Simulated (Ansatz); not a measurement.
## Ligand exchange: H2Te + CH6S2Si → SiH3(TeH) + CH4S2

Species: H2Te `[TeH2]`, singlet; CH6S2Si `CSS[SiH3]`, singlet; SiH3(TeH), singlet; CH4S2 (methyl hydrodisulfide) `CSS`, singlet. The partners trade H for SiH3: Te–H and S–SiH3 bonds give way to Te–SiH3 and S–H.

Shapes, held fixed at every level: PBE0-D4/def2-TZVP. Flexible molecules stand in one conformer, not always the lowest. Programs: Ansatz 0.2.0. The zero-point and thermal change to 298 K, harmonic and unscaled (PBE0-D4/def2-TZVP), is +3.3 kJ/mol.

```tsv
level	kind	ΔH(298 K) (kJ/mol)	less CCSD(T)/def2-TZVPP
r2SCAN-D4/def2-TZVPP	meta-GGA	+3.1	-2.4
BHLYP-D4/def2-TZVPP	global hybrid	+3.2	-2.3
r2SCAN0-D4/def2-TZVPP	global hybrid	+1.6	-3.9
MP2/def2-SVP	perturbation theory	+6.2	+0.7
MP2/def2-TZVPP	perturbation theory	+4.3	-1.2
CCSD/def2-SVP	coupled cluster or CI	+4.9	-0.6
CCSD(T)/def2-TZVPP	coupled cluster or CI	+5.5	0.0
```

The highest level, CCSD(T)/def2-TZVPP, gives ΔH(298 K) = +5.5 kJ/mol; the levels span +1.6 to +6.2. The column of differences is taken from that level and isn't an error. No measured value is set beside it here. For atoms past krypton def2 sets carry core potentials with scalar relativity. Correlated rows may include outer-core shells of Te, which these sets cover unevenly.
